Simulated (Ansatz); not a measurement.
`N[Si@@H](F)O[Si@@H](N)F`, charge 0, multiplicity 1.

Give a relaxed structure at PBE0-D4/def2-TZVP (the Gaussian-basis code of Ansatz). (Estimate.)

The calculation gave: 
Z-matrix (Å, degrees):
```
Si
F 1 1.599
O 1 1.622 2 106.7
N 1 1.690 2 114.0 3 118.1
H 1 1.473 2 105.6 3 -120.7
Si 3 1.622 1 148.3 2 -43.4
H 4 1.007 1 121.3 2 -80.5
H 4 1.006 1 121.4 2 72.0
N 6 1.690 3 107.1 1 -166.1
F 6 1.599 3 106.7 1 -43.6
H 6 1.473 3 113.2 1 72.1
H 9 1.007 6 121.3 3 37.3
H 9 1.006 6 121.4 3 -170.1
```
Point group C2.
This is one stationary point; other conformers may exist.
